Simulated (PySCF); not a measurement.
Compound: C₅H₁₄N₂Si.
SMILES with atom numbers: `[SiH3:1][NH:2][N:3]1[CH2:4][CH2:5][CH2:6][CH2:7][CH2:8]1`

Geometry (GFN2-xTB, Å), atoms numbered from 1 in this order:
```xyz
22
C5H14N2Si angstrom
Si     3.2020   -0.0848    0.5050
N      1.6816   -0.8866    0.5616
N      0.5358   -0.1924    0.1334
C     -0.3556   -1.0846   -0.5872
C     -1.4998   -0.2866   -1.2023
C     -2.2634    0.4581   -0.1123
C     -1.2872    1.3267    0.6738
C     -0.1552    0.4675    1.2263
H      4.1572   -1.1398    0.8437
H      3.3191    0.4223   -0.8572
H      3.3742    1.0308    1.4521
H      1.4875   -1.5894    1.2744
H     -0.7620   -1.8681    0.0809
H      0.2341   -1.5731   -1.3664
H     -1.0838    0.4328   -1.9086
H     -2.1641   -0.9615   -1.7447
H     -3.0490    1.0741   -0.5534
H     -2.7365   -0.2614    0.5609
H     -1.7963    1.8335    1.4955
H     -0.8607    2.0820    0.0125
H     -0.5622   -0.2696    1.9467
H      0.5738    1.0895    1.7521
```

NICS = −σ at a ghost point: NICS(0) at the centroid of the ring atoms, NICS(1) 1 Å to either side along the normal of their mean plane, zz for the tensor component along that normal. Level: GIAO PBE0/pcSseg-1 (PySCF, non-relativistic, gas phase) on the GFN2-xTB geometry, one conformer.

Ring bond lengths (Å), with Mayer bond orders in brackets: N3–C4 1.453 (0.93), C4–C5 1.525 (1.04), C5–C6 1.525 (1.04), C6–C7 1.525 (1.04), C7–C8 1.525 (1.04), C8–N3 1.452 (0.92).

Give the NICS values of each ring in ppm.

```json
{"ring": "N3–C4–C5–C6–C7–C8", "type": "6-membered ring with N; formal bonds all single", "NICS(0)": "-4.4", "NICS(1), two faces": "-3.0 / -2.9", "NICS(1)zz, two faces": "1.9 / 2.0", "rms pucker (Å)": "0.24", "centre to ring atoms, mean (Å)": "1.44"}
```

What do they say, and how far can they be read as aromaticity?

- N3–C4–C5–C6–C7–C8: mean NICS(1)zz 2.0 ppm, near zero. C4, C5, C6, C7, C8 have four or more neighbours, and the NICS criterion for π rings isn't applied.

What are the shieldings of the ring atoms and their hydrogens in the same run (means over atoms taken as equivalent)?

```tsv
atoms	environment	σ isotropic (ppm)	principal values of the symmetric part, first atom (ppm)
N3	hydrazine nitrogen	163.7	132.9, 142.9, 215.2
C4 (×2)	sp3 carbon bound to nitrogen	123.7	103.5, 110.1, 156.0
C5 (×2)	ring CH2 carbon	156.3	152.2, 157.0, 159.5
C6	ring CH2 carbon	159.0	153.5, 156.5, 167.0
H13 (×4)	methylene hydrogen	29.18	25.8, 29.6, 34.2
H15 (×4)	methylene hydrogen	30.06	26.4, 28.0, 35.7
H17 (×2)	methylene hydrogen	30.43	25.5, 27.4, 37.3
```

Rough CPU time on one thread of a shared machine: about 1.9 min. This is the whole shielding run at PBE0/pcSseg-1, SCF included.
